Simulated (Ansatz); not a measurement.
Consider the redistribution: `O[SiH]1[NH][Al]1[Cl]` + `C[SiH](N)[AlH2]` → `O[SiH]1[NH][AlH]1` + `C[SiH](N)[AlH][Cl]`.

Calculated with Ansatz (gas phase, PBE0-D4/def2-TZVP geometries, no zero-point term in ΔE). CBS: MP2 limit from def2 TZ/QZ plus the TZ coupled-cluster correction, frozen cores. One conformer a species, not always the lowest.

| species | MP2/CBS(def2) energy (Eh) |
| --- | --- |
| `O[SiH]1[NH][Al]1[Cl]` | -1122.62070 |
| `C[SiH](N)[AlH2]` | -628.59846 |
| `O[SiH]1[NH][AlH]1` | -663.37521 |
| `C[SiH](N)[AlH][Cl]` | -1087.84755 |

(1) Work out ΔE.

Largest T1 diagnostic among the species: 0.014.

Answers

(1) ΔE = (-663.37521) + (-1087.84755) − (-1122.62070) − (-628.59846) = -0.00360 Eh = -2.3 kcal/mol. CCSD(T)/CBS gives -2.2 kcal/mol.
